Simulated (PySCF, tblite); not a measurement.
Isomers of C6H7N3. Computed values, GFN2-xTB/tblite, gas phase, harmonic and unscaled. Against measured fundamentals such values can be off by several per cent, at times by over 20. One conformer each.

Electronic energies: PBE0/pcSseg-1 single points on the GFN2-xTB geometries (PySCF, gas phase).

| SMILES | electronic energy, lowest = 0 (kJ/mol) |
| --- | --- |
| C#Cc1nc(C)n(C)n1 | 28.6 |
| C#CCn1cc(C)nn1 | 128.8 |
| C=Cc1nncnc1C | 0.0 |
| C#Cc1c(C)nnn1C | 91.8 |
| c1ncc(C2CC2)nn1 | 25.5 |
| c1cnc(C2CC2)nn1 | 21.6 |

Q: How do GFN2-xTB zero-point energies change the relative energies?

A: 
```json
{"SMILES": "C=Cc1nncnc1C", "ZPE (kJ/mol)": "316.9", "of it from modes above 1550 cm⁻¹": "138.5", "electronic (kJ/mol)": "0.0", "with ZPE, lowest = 0 (kJ/mol)": "0.0", "lowest mode (cm⁻¹)": "29", "rings": "1"}
{"SMILES": "c1cnc(C2CC2)nn1", "ZPE (kJ/mol)": "322.4", "of it from modes above 1550 cm⁻¹": "129.3", "electronic (kJ/mol)": "21.6", "with ZPE, lowest = 0 (kJ/mol)": "27.0", "lowest mode (cm⁻¹)": "62", "rings": "2"}
{"SMILES": "c1ncc(C2CC2)nn1", "ZPE (kJ/mol)": "322.5", "of it from modes above 1550 cm⁻¹": "138.4", "electronic (kJ/mol)": "25.5", "with ZPE, lowest = 0 (kJ/mol)": "31.1", "lowest mode (cm⁻¹)": "57", "rings": "2"}
{"SMILES": "C#Cc1nc(C)n(C)n1", "ZPE (kJ/mol)": "317.3", "of it from modes above 1550 cm⁻¹": "151.4", "electronic (kJ/mol)": "28.6", "with ZPE, lowest = 0 (kJ/mol)": "29.0", "lowest mode (cm⁻¹)": "95", "rings": "1"}
{"SMILES": "C#Cc1c(C)nnn1C", "ZPE (kJ/mol)": "315.8", "of it from modes above 1550 cm⁻¹": "142.2", "electronic (kJ/mol)": "91.8", "with ZPE, lowest = 0 (kJ/mol)": "90.7", "lowest mode (cm⁻¹)": "29", "rings": "1"}
{"SMILES": "C#CCn1cc(C)nn1", "ZPE (kJ/mol)": "316.8", "of it from modes above 1550 cm⁻¹": "142.6", "electronic (kJ/mol)": "128.8", "with ZPE, lowest = 0 (kJ/mol)": "128.6", "lowest mode (cm⁻¹)": "13", "rings": "1"}
```

The zero-point energies span 6.7 kJ/mol, from `C#Cc1c(C)nnn1C` to `c1ncc(C2CC2)nn1`. The lowest isomer stays, but the order above it changes.

Q: And how do the electronic energies of GFN2-xTB itself compare?

A: `C=Cc1nncnc1C` 22.8; `c1cnc(C2CC2)nn1` 17.8; `c1ncc(C2CC2)nn1` 21.1; `C#Cc1nc(C)n(C)n1` 0.0; `C#Cc1c(C)nnn1C` 63.5; `C#CCn1cc(C)nn1` 88.8 kJ/mol, lowest = 0. Against the energies above, taken from the same isomer `C=Cc1nncnc1C`, the largest difference is 62.8 kJ/mol.

Q: What do entropy and thermal enthalpy add at 298.15 K and 1 bar (rigid rotor, harmonic oscillator, one conformer each)?

A: 
| SMILES | point group | symmetry number | S (J/(mol K)) | H − H(0) (kJ/mol) | ZPE + H − H(0) − TS (kJ/mol) |
| --- | --- | --- | --- | --- | --- |
| C=Cc1nncnc1C | Cs | 1 | 388.3 | 25.08 | 226.2 |
| c1cnc(C2CC2)nn1 | Cs | 1 | 364.2 | 22.46 | 236.2 |
| c1ncc(C2CC2)nn1 | Cs | 1 | 364.8 | 22.45 | 236.2 |
| C#Cc1nc(C)n(C)n1 | Cs | 1 | 391.5 | 26.78 | 227.3 |
| C#Cc1c(C)nnn1C | Cs | 1 | 405.2 | 27.46 | 222.5 |

Not tabulated: `C#CCn1cc(C)nn1` (lowest mode only 13 cm⁻¹).
